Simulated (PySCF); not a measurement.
Computed shifts of a molecule C3H7AlO, PySCF with B3LYP/pcSseg-1, GIAO, gas phase, atoms alike by connectivity averaged where their shifts nearly agree, in ppm (number of nuclei): ¹³C: 151.6 (1), 150.7 (1), -12.9 (1). ¹H: 6.74 (1), 6.43 (1), 6.33 (1), 2.84 (1), -0.03 (3). References: ¹³C against TMS (σ = 181.3 ppm); ¹H against TMS (σ = 31.68 ppm); ¹⁷O against H2O (σ = 333.8 ppm), references at their B3LYP-D3(BJ)/def2-TZVP geometries, non-relativistic. Geometry optimised at PBE0-D3(BJ)/def2-SVP. One conformer was computed; it need not be the lowest.

### Question
Pick the molecule that these values belong to.
A) C=[CH][Al]([CH3])[OH]
B) C=[CH][AlH][O]C
C) C=C[CH2][AlH][OH]

### Answer
A, C=[CH][Al]([CH3])[OH]
